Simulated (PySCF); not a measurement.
# How the method changes the constants of SiW⁻

State: ⁴Σ⁻ (quartet), unpaired electrons σ ↑, δ ↑↑. Set-up: PySCF, scalar-relativistic core potentials, basis sets Si def2-TZVPPD, W def2-TZVPPD with ECP60. De refers to Si⁻ + W (5d4 6s2) in their high-spin ground configurations, without counterpoise correction. The functionals are run spin-unrestricted. A positive dipole points towards W; it is taken about the centre of mass and depends on that origin. Levels whose curve was spin-contaminated or gave no clean fit are not listed.

```
       Level  Re (Å)  ωe (cm⁻¹)  De (eV)  μ (D)  CPU s a point (SCF and correlation, without the integrals)
        ROHF   2.194        514      n/a   6.16                                                         2.6
    ROHF-MP2   2.232        511      n/a    n/a                                                         4.8
ROHF-SCS-MP2   2.235        502      n/a    n/a                                                         n/a
   ROHF-CCSD   2.247        439      n/a    n/a                                                         n/a
ROHF-CCSD(T)   2.260        441      n/a    n/a                                                         300
```

The bond length runs from 2.194 Å (ROHF) to 2.260 Å (ROHF-CCSD(T)).

Correlated steps freeze 5 core orbitals. De is left out where the level can put another filling of the metal’s s and d shells below the measured ground configuration, by anything from nothing to about 1 eV. Spin–orbit coupling is left out, which matters for elements this heavy, above all for dissociation energies. The CCSD T1 diagnostic is raised, a sign that a single reference may not be enough here. UHF is strongly spin-contaminated for SiW⁻, so the ROHF reference used there is far from stable. With d or f electrons several states lie close, and the lowest PBE0 determinant need not be the measured ground state.

The whole job (state search and all levels along the bond) took about 31 min on 2 threads of Arm Neoverse V1 (shared host), peak memory 5.6 GiB.
